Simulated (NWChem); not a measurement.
## A calculation on H2BrGa

```xyz
4

Ga     0.0000     0.0000    -1.1721
H     -1.4096     0.0000    -1.8448
H      1.4096     0.0000    -1.8448
Br     0.0000     0.0000     1.1436
```
Charge 0, spin multiplicity 1.

The numbers come from NWChem runs, not from measurements. Structure: optimised with B3LYP/def2-SVP, a minimum by its harmonic frequencies.

Symmetry labels belong to the abelian group C2v used in the runs, with the axes of the coordinates shown.

The Hamiltonian is non-relativistic. B3LYP has NWChem's definition, with VWN1-RPA local correlation. The structure started from a generated list of species.

List the lowest 3 singlet excitations that TD-B3LYP/def2-SVPD, VWN1-RPA local correlation gives, with oscillator strengths.


```tsv
state	symmetry	energy (eV)	wavelength (nm)	f
1	a2	4.51	275	0.000
2	a1	5.39	230	0.044
3	b2	5.91	210	0.005
```
